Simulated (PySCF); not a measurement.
# Dipole response of Co (cobalt, neutral)

[Ar] 3d6 4s2 4p1, one real determinant (an excited configuration). Calculation: PySCF 2.14, in aug-cc-pwCVTZ-DK with one added diffuse shell each of s, p, d, f, g type (11s10p8d5f4g, 152 functions); the spin-free X2C one-electron Hamiltonian (Gaussian nucleus). Coupled (time-dependent) response in atomic units; α is the mean over directions.

```json
{"method": "PBE", "mean α (bohr³)": "68.50", "α xx, yy, zz": "56.03, 56.03, 93.44", "C₆ (like pair)": "667.9", "S(−4)": "2805"}
```

S(−4) is the Cauchy moment in α(ω) = α(0) + S(−4) ω² + …

α(iu) at PBE:

| u (hartree) | α(iu) (bohr³) |
| --- | --- |
| 0 | 68.50 |
| 0.0500 | 62.47 |
| 0.100 | 50.93 |
| 0.200 | 32.01 |
| 0.300 | 21.00 |
| 0.500 | 10.88 |
| 0.750 | 6.143 |
| 1.00 | 4.085 |
| 1.50 | 2.324 |
| 2.00 | 1.567 |
| 3.00 | 0.8920 |
| 5.00 | 0.4218 |

A single London oscillator, α(iu) = α/(1 + u²/ω²), gives C₆ = (3/4) ω α². Matching the computed C₆ needs ω = 4 × 667.9 / (3 × 68.50²) = 0.190 hartree.

The components differ because the open shell of this determinant is not spherical; for a pure term their mean is the scalar polarisability.

⟨L²⟩ = 8.03 against 12 for a pure F term, so this real determinant mixes terms.
